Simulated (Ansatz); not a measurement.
C2H8SSi2, SMILES `[SiH3]C[SiH2]C=S`, relaxed with RKS PBE0-D4/def2-TZVP in the Gaussian-basis code of Ansatz from a PBE-D4/def2-SVP geometry. The force threshold is 0.005 eV/Å; the program also tests the step.

Total charge 0; spin multiplicity 1.

Start:

```xyz
13

Si    1.532    0.748   -0.919
C     0.710   -0.799   -0.192
Si   -0.570   -0.453    1.142
C    -2.176    0.176    0.331
S    -2.448    0.148   -1.281
H     2.308    0.402   -2.163
H     0.508    1.795   -1.264
H     2.484    1.336    0.090
H     0.177   -1.331   -1.010
H     1.497   -1.477    0.201
H    -0.109    0.581    2.139
H    -0.937   -1.693    1.923
H    -2.975    0.568    1.003
```

| step | energy (eV) | largest force (eV/Å) | largest move (Å) |
| --- | --- | --- | --- |
| 1 | -28783.0720 | 1.023 | 0.000 |
| 2 | -28783.1237 | 0.458 | 0.040 |
| 3 (rejected) | -28783.1224 | 0.373 | 0.045 |
| 4 | -28783.1302 | 0.149 | 0.023 |
| 5 | -28783.1313 | 0.014 | 0.011 |
| 6 | -28783.1316 | 0.018 | 0.024 |
| 7 | -28783.1318 | 0.014 | 0.024 |
| 8 | -28783.1319 | 0.005 | 0.010 |
| 9 (rejected) | -28783.1319 | 0.025 | 0.013 |
| 10 | -28783.1319 | 0.010 | 0.006 |
| 11 | -28783.1319 | 0.004 | 0.011 |

End:

```xyz
13

Si    1.538    0.733   -0.895
C     0.696   -0.795   -0.210
Si   -0.565   -0.431    1.107
C    -2.183    0.147    0.331
S    -2.481    0.137   -1.253
H     2.288    0.416   -2.139
H     0.545    1.798   -1.195
H     2.495    1.263    0.114
H     0.184   -1.317   -1.025
H     1.460   -1.468    0.192
H    -0.111    0.642    2.037
H    -0.896   -1.627    1.933
H    -2.970    0.500    1.005
```

It took 59 s on 4 threads of a server CPU on a shared host, with 0.7 GiB of host memory at the peak.
